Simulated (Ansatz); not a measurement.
C2H5S, charge -1, singlet, at a GFN2-xTB geometry (a gas-phase anion, which may not be bound at this level); LC-WPBE/6-31G** run with Ansatz (a first-principles code).

Here is a job for Ansatz.
Ansatz 0.2 input:
```yaml
crystal:
  periodic: [false, false, false]
  atoms:
    - {symbol: C, position_ang: [1.52434303, 0.56093113, 0.31490785]}
    - {symbol: C, position_ang: [0.04453370, 0.87676947, 0.10016236]}
    - {symbol: S, position_ang: [-0.85537500, -0.67174547, -0.23650192]}
    - {symbol: H, position_ang: [-1.44275204, -0.78543274, 0.97497304]}
    - {symbol: H, position_ang: [-0.04239817, 1.42199110, -0.87086914]}
    - {symbol: H, position_ang: [2.05346159, 1.50095317, 0.52444131]}
    - {symbol: H, position_ang: [1.64604989, -0.08913262, 1.18939805]}
    - {symbol: H, position_ang: [2.05837829, 0.07334497, -0.52433387]}
basis:
  gaussian:
    orbitals: 6-31G__.json
hamiltonian:
  xc: lc_wpbe
total_charge: -1
```
The basis file holds 6-31G** in the JSON format of the Basis Set Exchange.

What the program printed (banner, timings and long lists left out):

```
Functional definition: LC-wPBE
818 factors; their error is unknown
252 factors; integrals over basis functions are off by at most 1.5e-5 eV
mean field evaluation 1: about -12983.3669 eV, gradient 1.7e1 eV
mean field evaluation 2: about -12984.0938 eV, gradient 7.2e0 eV
mean field evaluation 4: about -12984.2366 eV, gradient 5.4e-1 eV
mean field evaluation 8: about -12984.1838 eV, gradient 3.7e-1 eV
mean field evaluation 16: about -12984.1841 eV, gradient 3.6e-5 eV
mean field -12984.18407379 eV, -477.1599637158 hartree, gradient 3.6e-5 eV, S^2 0.000000; 0 other end points of the search recorded, 0 dependent functions left out
reference -12984.18407380 eV, -477.1599637160 hartree; 17, 17 occupied and 57, 57 virtual orbitals, 818 factors
Total energy: -12984.18407380 eV, -477.1599637160 hartree
```
